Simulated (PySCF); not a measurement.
## Telling isomers of C6H6F2 apart by NMR

[PySCF: PBE0/pcSseg-1 with gauge-including orbitals; GFN2-xTB geometry; gas phase; one computed conformer; non-relativistic Hamiltonian; fast rotation and ring inversion assumed for equivalent nuclei]

Scale: $^{1}$H and $^{13}$C vs TMS (reference shieldings calculated alike). Splittings of carbon signals by F and P are missing where no couplings were computed. Where no couplings were computed, multiplicities follow the n + 1 count of equivalent neighbours, and m marks all less simple cases (inequivalent or close neighbours, rings, F or P nearby). Shifts are as computed. Against solution values, carbons near 30 ppm lie about +3 ppm off and those near 130 ppm about +5 ppm. Of 1211 compounds with measured shifts, 218 miss one by over three times the rms of a fit or turn the order of signals round; such compounds aren't used in these exercises.

(1) Tabulate the signals of `FC1=CCC=C[C@@H]1F`, `C=C/C=C(/F)C(=C)F` and their relative energies.

(2) What is the quickest way to tell FC1=CCC=C[C@@H]1F from C=C/C=C(/F)C(=C)F?

Results:

(1) 
```tsv
SMILES	carbon types	δC	δH	E rel. (kcal/mol)
FC1=CCC=C[C@@H]1F	1×C 4×CH 1×CH2	167.8, 141.2, 132.5, 115.5, 84.0, 31.7	6.52 (m, 1H), 6.43 (m, 1H), 5.97 (m, 1H), 5.71 (m, 1H), 3.22 (m, 1H), 2.93 (m, 1H)	0.0
C=C/C=C(/F)C(=C)F	2×C 2×CH 2×CH2	168.9, 159.8, 138.0, 129.2, 122.5, 102.3	7.27 (m, 1H), 6.37 (m, 1H), 5.66 (m, 1H), 5.57 (m, 1H), 5.34 (m, 1H), 5.32 (m, 1H)	17.8
```

Energies are electronic energies at PBE0/pcSseg-1 on these geometries, without zero-point or thermal terms, each for the one conformer computed, which needn't be the lowest.

(2) Both give the same number of carbon signals, but DEPT or the intensities differ. The first has an allylic sp3 CH2 at 31.7 ppm, the second a terminal =CH2 carbon at 129.2 ppm. Their most deshielded carbons lie at 167.8 and 168.9 ppm. In the proton spectra the most deshielded non-exchanging signals are 6.52 (m, 1H) and 7.27 (m, 1H).
